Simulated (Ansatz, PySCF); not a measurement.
Molecule: CH3Se (charge 0, doublet). It need not be the lowest isomer of its formula. 
Structure (B3LYP-D3(BJ)/def2-TZVP (Ansatz, an electronic-structure program) minimum search):
```xyz
5

C      0.7415    -1.2865    -0.3234
Se    -0.2139     0.3661     0.0914
H      1.7858    -1.1116    -0.0572
H      0.6798    -1.5062    -1.3862
H      0.3576    -2.1092     0.2745
```
Charge 0, spin multiplicity 2.

Total electronic energies in hartree. Cores are frozen in the correlated levels unless marked. UHF or UKS for open shells. Spin-orbit coupling is left out. The frozen core is the preceding noble-gas configuration, with the filled d and f shells of earlier blocks. No relativistic terms. CBS marks a two-point X^-3 extrapolation of the correlation energy; Hartree-Fock from the larger set.

```csv
level,program,energy (Eh)
RI-HF/cc-pVTZ,Ansatz,-2439.50239
RI-HF/cc-pVQZ,Ansatz,-2439.50818
RI-HF/def2-QZVPPD,Ansatz,-2439.50848
BLYP-D3(BJ)/def2-TZVPD,Ansatz + dftd3,-2441.46444
revPBE/def2-TZVPD,Ansatz,-2441.23646
BP86-D4/def2-TZVPD,PySCF + dftd4,-2441.72149
B3LYP/def2-TZVPD,Ansatz,-2441.48589
PBE0/def2-TZVPD,Ansatz,-2441.11021
BHLYP-D4/def2-TZVPD,Ansatz + dftd4,-2441.41146
M06-2X/def2-TZVPD,PySCF,-2441.44849
wB97X/def2-TZVPD,Ansatz,-2441.46768
RPA@PBE/cc-pVTZ,Ansatz,-2440.02546
MP2/6-31G*,Ansatz,-2439.36137
RI-MP2/aug-cc-pVTZ,Ansatz,-2439.81618
"RI-MP2/CBS(def2-TZVPP,def2-QZVPP)",Ansatz,-2439.8560
SCS-MP2/cc-pVDZ,Ansatz,-2439.65385
CCSD/cc-pVDZ,Ansatz,-2439.68452
CCSD/def2-TZVPP,Ansatz,-2439.79764
"CCSD/CBS(cc-pVTZ,cc-pVQZ)",Ansatz,-2439.8811
CCSD(T)/STO-3G,Ansatz,-2412.77531
CCSD(T)/6-31G*,Ansatz,-2439.39748
CCSD(T)/def2-SVPD,Ansatz,-2439.41444
"CCSD(T)/CBS(cc-pVTZ,cc-pVQZ)",Ansatz,-2439.8972
```

Totals of different functionals don't rank their quality; only differences between species are comparable.
